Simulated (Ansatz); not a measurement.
Start from `CB[SiH](O)[SiH3]` and change one atom or group to get `O[SiH]([SiH3])[AlH][Cl]`.

Ansatz, PBE0-D4/def2-TZVP geometries, multiplicity 1. Each molecule was computed in one conformer, which needn't be the lowest.

| property | `CB[SiH](O)[SiH3]` |
| --- | --- |
| size of the dipole moment (B3LYP/def2-TZVPP) / D | 1.76 |
| size of the dipole moment (PBE/def2-TZVPP) / D | 1.66 |
| LUMO energy (ωB97M-V/def2-TZVPP) / eV | -0.10 |
| HOMO–LUMO gap (B3LYP/def2-TZVPP) / eV | 4.80 |
| HOMO energy (PBE0/def2-TZVPP) / eV | -7.15 |
| HOMO–LUMO gap (ωB97M-V/def2-TZVPP) / eV | 9.10 |

(1) Give the same properties after the change, and the shifts. (Best estimate.)

Results:

(1) Computed: 
```tsv
property	`O[SiH]([SiH3])[AlH][Cl]`	shift
size of the dipole moment (B3LYP/def2-TZVPP) / D	0.98	-0.78
size of the dipole moment (PBE/def2-TZVPP) / D	0.80	-0.86
LUMO energy (ωB97M-V/def2-TZVPP) / eV	-0.45	-0.35
HOMO–LUMO gap (B3LYP/def2-TZVPP) / eV	4.96	0.16
HOMO energy (PBE0/def2-TZVPP) / eV	-7.41	-0.26
HOMO–LUMO gap (ωB97M-V/def2-TZVPP) / eV	8.90	-0.20
```

With PBE0 the HOMO falls by 0.26 eV and the LUMO falls by 0.11 eV, so the gap widens by about 0.15 eV. PBE moves the HOMO by -0.33 eV and ωB97M-V by -0.14 eV. Dipoles are sizes alone; their direction can turn.

B3LYP here is the variant with VWN-RPA as its local correlation; programs differ in this.
